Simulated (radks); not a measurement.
Task: Pr, 59 electrons, occupied as [Xe] 4f3 6s2. Calculated with a radial shooting solver on a logarithmic mesh with Libxc functionals: scalar-relativistic Kohn-Sham, r2SCAN, spin-unpolarised, spherical densities, finite nucleus; meta-GGA in the generalised Kohn-Sham scheme; Fermi nuclear charge, rms radius 4.8919 fm. Some entries of the table are withheld. Estimate them.

orbital  occ.  eigenvalue (hartree)  <r> (bohr)  r(max) (bohr)
1s          2             -1539.089     0.02410        0.01541
2s          2             -248.3324         (1)        0.08721
2p          6             -222.0820         (2)        0.07028
3s          2             -53.85579      0.2718         0.2487
3p          6             -45.49432         (3)         0.2436
3d         10             -33.76453      0.2475         0.2008
4s          2             -10.82906      0.6228         0.5791
4p          6              -8.08232      0.6595         0.6044
4d         10              -4.14074      0.7277         0.6356
5s          2              -1.48177       1.514          1.357
5p          6              -0.82017       1.764          1.534
6s          2              -0.12950       4.583          3.933
5d          0                   (4)       3.306          2.222
6p          0              -0.04237       5.743          4.980
4f          3              -0.03358         (5)         0.6910

Result: 
(1) 2s <r> (bohr): 0.1030
(2) 2p <r> (bohr): 0.09056
(3) 3p <r> (bohr): 0.2701
(4) 5d eigenvalue (hartree): -0.06958
(5) 4f <r> (bohr): 1.208
